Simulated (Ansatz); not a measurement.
Consider the homolysis of the F–Ge bond: `C[NH][Ge]([F])([F])[F]` → F• + `C[NH][Ge]([F])[F]`•.

Isolated molecules relaxed with PBE0-D4/def2-TZVP in Ansatz; ΔE leaves out vibrations. CCSD(T)/CBS is the MP2 limit (def2-TZVPP, def2-QZVPP) plus CCSD(T) − MP2 in def2-TZVPP, frozen cores. This one scheme is used for every species, atoms too. Functionals use def2-TZVPP. B3LYP here is the variant with VWN-RPA as its local correlation; programs differ in this. Open shells (•) are unrestricted, without spin–orbit coupling. Spin–orbit coupling would lower the free atoms: a little for F. Bonds to Ge are less sure, by a few kJ/mol each and by 10 to 20 or more in all where they break to atoms, as the def2 sets lack core-valence functions. Scalar relativity is left out up to krypton. One conformer a species, not always the lowest.

(1) What is ΔE at CCSD(T)/CBS? (Best estimate.)

(2) What do these levels give: r2SCAN-D4, ωB97M-V, PBE, PBE0, B3LYP, r2SCANh, BHLYP, CCSD/def2-SVP, CCSD(T)/def2-SVP, HF/def2-TZVPP, MP2/def2-TZVPP, MP2/CBS(def2)? (Estimate.)

Largest T1 diagnostic among the species: 0.015.

Results:

(1) Computed: +5.77 eV.

(2) Ansatz gave: r2SCAN-D4 5.40, ωB97M-V 5.55, PBE 5.37, PBE0 5.36, B3LYP 5.25, r2SCANh 5.36, BHLYP 5.20, CCSD/def2-SVP 5.42, CCSD(T)/def2-SVP 5.44, HF/def2-TZVPP 4.21, MP2/def2-TZVPP 5.99, MP2/CBS(def2) 6.12 eV.

Leaving LDA and LC-ωPBE aside and taking each functional with its dispersion term where it has one, the values, not all of them listed here, spread over 0.45 eV, from revPBE-D4 to ωB97X-V. LDA lies +0.92 eV from PBE without D4, its usual overbinding. From r2SCAN to r2SCAN0 (25 % exact exchange), in def2-TZVPP and without D4, ΔE moves by −0.08 eV: exact exchange takes away binding that semilocal exchange gives to molecules. The D4 term adds +0.05 eV with B3LYP and +0.02 eV with PBE0; it sums over pairs of atoms, weighted by their polarisabilities, and B3LYP, whose exchange is more repulsive, gets the larger term.
